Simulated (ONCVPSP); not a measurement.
## Ranking ONCV potentials for silicon

All share these settings but for the change named:

- Element: silicon (Si)
- Generator: ONCVPSP 4.0.1
- Type: optimised norm-conserving Vanderbilt (ONCV)
- Functional: PBE
- Relativity: scalar-relativistic
- Frozen core: [He]
- Valence charge: 12
- Reference configuration: 2s2 2p6 3s2 3p1 (charge +1)
- Partial waves: 2s+3s: rc 1.10 bohr, ncon 3, nbas 8, qcut 12.3 1/bohr, 2 projectors; 2p+3p: rc 0.75 bohr, ncon 5, nbas 9, qcut 18.6 1/bohr, 2 projectors
- Local potential: polynomial inside 0.55 bohr (lpopt 3, dvloc0 0 Ha)
- Core correction: none

Cutoff: the first of the cutoffs (Ha) at which the residual kinetic energy of the hardest occupied pseudo-wave falls to 1 and 0.1 mHa per electron; the density cutoff is not measured.

The base gives 144 Ha.

Of 6 variants that were run, those that failed, showed a ghost or another fault, or gave nearly equal values are left out.

A variant can come out equal or close to the base.

Question: Rank these variants from softest to hardest (loose cutoff).
A. p: qcut 24.8
B. p: qcut 20.4
C. p: qcut 17.4
D. p: qcut 14.8
E. p: qcut 11.5

Answer: C (134 Ha), B (157 Ha), A (182 Ha), D (236 Ha), E (451 Ha).
